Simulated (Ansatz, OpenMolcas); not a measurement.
**[BF4]− (tetrafluoroborate): methods side by side**

The species is [BF4]− (5 atoms), meant as a singlet with charge -1. As SMILES, `F[B-](F)(F)F`. Geometry: relaxed at PBE0-D4/def2-TZVPD.

Each level gives the vertical detachment energy (to the doublet neutral) (eV). The values are calculated.

| level | kind | program | value (eV) | CPU time (all runs) |
| --- | --- | --- | --- | --- |
| HF/aug-cc-pVDZ | Hartree–Fock | Ansatz | 7.44 | 55 s |
| BLYP/aug-cc-pVDZ | GGA | OpenMolcas | 6.37 | 3.5 min |
| TPSS/aug-cc-pVDZ | meta-GGA | OpenMolcas | 6.45 | 5.6 min |
| r2SCAN/aug-cc-pVDZ | meta-GGA | Ansatz | 6.81 | 51 s |
| PBE0/aug-cc-pVDZ | global hybrid | Ansatz | 7.35 | 24 s |
| HSE06/aug-cc-pVDZ | range-separated hybrid | Ansatz | 7.33 | 23 s |
| B2PLYP/aug-cc-pVDZ | double hybrid | Ansatz | 7.85 | 90 s |
| RPA@PBE0/aug-cc-pVDZ | RPA | Ansatz | 7.51 | 38 s |
| MP2/aug-cc-pVDZ | perturbation theory | Ansatz | 9.06 | 64 s |

The values span 6.37 to 9.06 eV. Times are those of the runs behind each value, whatever else they computed, on shared processors of several kinds: orders of magnitude only.
